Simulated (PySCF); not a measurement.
Si(Me)2(Cl)2 (C2H6Cl2Si), SMILES C[Si](C)(Cl)Cl.

Geometry: r2SCAN-D4/def2-SVP. The isomer is the one that the SMILES or the coordinates give; other isomers of the formula were not compared.

Calculation: HF/def2-TZVP run with PySCF.

| Property | Result |
|---|---|
| total energy | -1287.36968 hartree |
| point group | C2v |
| highest occupied level | -11.85 eV |
| lowest empty level | 3.39 eV |
| orbital gap | 15.25 eV |
| dipole moment | 2.57 D |
| quadrupole, principal values (traceless, Buckingham form, about the centre of nuclear charge) | -4.70, 1.57, 3.14 D·Å |
| mean static polarisability | 66.8 bohr³ (9.90 Å³) |
| polarisability, principal values | 63.4, 66.5, 70.5 bohr³ |
